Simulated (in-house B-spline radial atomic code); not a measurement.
# Ionising the niobium ion Nb²⁺ with different functionals

Computed with a radial B-spline atomic code at the basis-set limit: four-component Dirac-Coulomb Hamiltonian, Fermi nucleus of rms radius 4.324 fm, spin-restricted, spherical fractional occupations for the functionals, and exact exchange of hybrids averaged over the configuration. The ionisation energy is the difference of two self-consistent energies, [Kr] 4d3 → [Kr] 4d2, without Breit or QED terms; ε is the level of the shell that loses the electron (mean over j). The electron is taken from both j subshells in proportion to 2j + 1, so the result is a j average, not the step between ground levels.

| method | rung | ΔSCF (eV) | -ε(4d) (eV) |
| --- | --- | --- | --- |
| PBE0 | global hybrid | 24.64 | 20.60 |
| B97-1 | global hybrid | 24.61 | 20.32 |
| wB97X | range-separated hybrid | 24.52 | 23.10 |
| HSE06 | range-separated hybrid | 24.63 | 20.19 |

Task: Among the functionals, which spreads more, the ΔSCF values or the orbital energies?

Result: The orbital energies: ΔSCF values span about 0.13 eV and the orbital energies 2.91 eV; here energy differences depend much less on the functional than eigenvalues do.

Task: How do they compare with the NIST value?

Result: NIST lists 25.040 eV (semi-empirical, ground level to ground level). Errors run from -0.52 to -0.40 eV; PBE0 is closest (-0.40 eV), but part of that can be cancellation, since the calculations leave out Breit-QED terms, spin polarisation, the choice among j levels, multiplet and fine-structure energies.
